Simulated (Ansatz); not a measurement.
Molecule: C$_{2}$H$_{5}$GeO$_{2}$, charge 0, multiplicity 2. It need not be the lowest isomer of its formula. 
Geometry from a B3LYP-D3(BJ)/def2-TZVP (Ansatz, a quantum-chemistry and plane-wave program) optimisation:
```
C
O 1 1.2120
O 1 1.3373 2 122.16
C 1 1.5034 2 124.80 3 180.00
H 4 1.0863 1 109.91 2 0.00
H 4 1.0907 5 110.14 1 -120.92
H 4 1.0907 5 110.14 6 -118.16
Ge 3 1.8547 1 114.22 2 0.00
H 8 1.5482 3 108.06 1 62.18
H 8 1.5482 9 114.46 3 120.43
```
Charge 0, spin multiplicity 2.

Property: atomisation energy (electronic, to ground-state atoms), in kcal/mol. Cores are frozen in the correlated levels unless marked. UHF or UKS for open shells. No spin-orbit coupling. Frozen are the shells of the preceding noble gas and the d and f shells that filled before the atom's block. No relativistic terms. The coupled-cluster limit lacks core correlation, which all-electron functionals hold. Basis-set limits of correlation are two-point, X^-3; Hartree-Fock from the larger set.

```
level                                program  atomisation energy (kcal/mol)  minus last row
----------------------------  --------------  -----------------------------  --------------
PBE-D3(BJ)/def2-TZVPD         Ansatz + dftd3                          927.7            26.8
PBE-D4/def2-TZVPD             Ansatz + dftd4                          928.0            27.1
revPBE-D4/def2-TZVPD          Ansatz + dftd4                          901.8             0.9
B3LYP-D4/def2-TZVPD           Ansatz + dftd4                          899.2            -1.7
PBE0/6-31G*                           Ansatz                          895.5            -5.4
r2SCANh-D4/def2-TZVPD         Ansatz + dftd4                          899.8            -1.1
r2SCAN0-D4/def2-TZVPD         Ansatz + dftd4                          887.0           -13.9
HSE06/def2-TZVPD                      Ansatz                          899.9            -1.0
B2PLYP/def2-TZVPD                     Ansatz                          889.7           -11.2
MP2/STO-3G                            Ansatz                          851.3           -49.6
MP2/6-31G*                            Ansatz                          837.1           -63.8
SCS-MP2/6-31G*                        Ansatz                          824.0           -76.9
CCSD/CBS(cc-pVTZ,cc-pVQZ)             Ansatz                          882.0           -18.9
CCSD(T)/cc-pVQZ                       Ansatz                          891.0            -9.9
CCSD(T)/CBS(cc-pVTZ,cc-pVQZ)          Ansatz                          900.9             0.0
```
